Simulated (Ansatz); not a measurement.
**Two structures, one formula**

Two relaxed structures of AlB2H2Cl, singlet (PBE0-D4/def2-TZVP; forces vanish, vibrations not checked).

A:

Cl1  (-1.273, -2.548, 0.417)
Al2  (-0.422, -0.662, 0.229)
B3  (1.144, 0.565, -0.868)
B4  (-0.022, 1.193, -0.109)
H5  (2.151, 0.400, -1.470)
H6  (1.192, 1.105, 0.419)
(Å)

B:

Cl1  (0.421, 3.150, 0.281)
Al2  (-0.591, -0.579, 0.278)
B3  (1.002, 0.437, -0.488)
B4  (0.000, 1.439, 0.254)
H5  (1.956, 0.101, -1.096)
H6  (-1.064, 1.125, 0.823)
(Å)

Ansatz 0.2.0; basis: def2-TZVPP; cores frozen in the correlated methods. B3LYP uses VWN-RPA correlation.

Problem. Which structure is lower at CCSD(T), and by how much? (To be estimated.)

Solution. By the calculation: A, by 0.522 eV (electronic energy, against the other). By their contacts, A is AlB₂H₂Cl ([Cl][Al]1[B]2[H][BH]21) and B is AlB₂H₂Cl ([Cl][B]12[H][Al]1[BH]2).

All methods give the same order:

```csv
method,E(B) − E(A) (eV)
PBE-D4,0.311
r2SCAN-D4,0.511
PBE0-D4,0.454
B3LYP-D4,0.400
wB97M-V,0.517
HF,0.710
MP2,0.664
CCSD,0.576
CCSD(T),0.522
```

T1 diagnostic: at most 0.026. The T1 diagnostic is large here, which may signal multireference character or strong orbital relaxation, so CCSD(T) is less sure. The restricted Hartree–Fock reference is unstable towards an unrestricted one at one or more of these structures.

Labels in which every atom is bracketed show which atoms are joined, not bond orders.

For scale, one of the runs: CCSD(T)/def2-TZVPP, 174 basis functions, launched by `ansatz run in.yaml --threads 2 --pin off --events-out ev --progress --plain --max-ram 4352MiB`. The run took 21 s on 2 CPU threads of an Arm Neoverse V2 (shared host), with 1.4 GiB of host memory at its peak.
